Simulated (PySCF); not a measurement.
Ru: ionisation energy

Ru [Kr] 4d7 5s1 (5F) → Ru⁺ [Kr] 4d7 (4F), as a difference of total energies. Computed with PySCF 2.14 in def2-TZVP with the def2 core potential (28 electrons), with scalar relativity through the core potential. Correlated levels: valence: 4s2 4p6 frozen. The calculations carry no spin-orbit coupling.

```tsv
method	ionisation energy (eV)
UHF	6.301
TPSS	7.610
BP86	7.951
MP2 (valence)	6.891
SCS-MP2 (valence)	6.702
```

Question: How much does correlation contribute at MP2 (valence)?

Answer: 6.891 − (6.301) = 0.590 eV, measured against UHF.

Errors of the correlated levels include the incompleteness of this basis and the frozen core.

For comparison: 7.365 eV (measured; NIST levels, between the centres of gravity of the two terms).
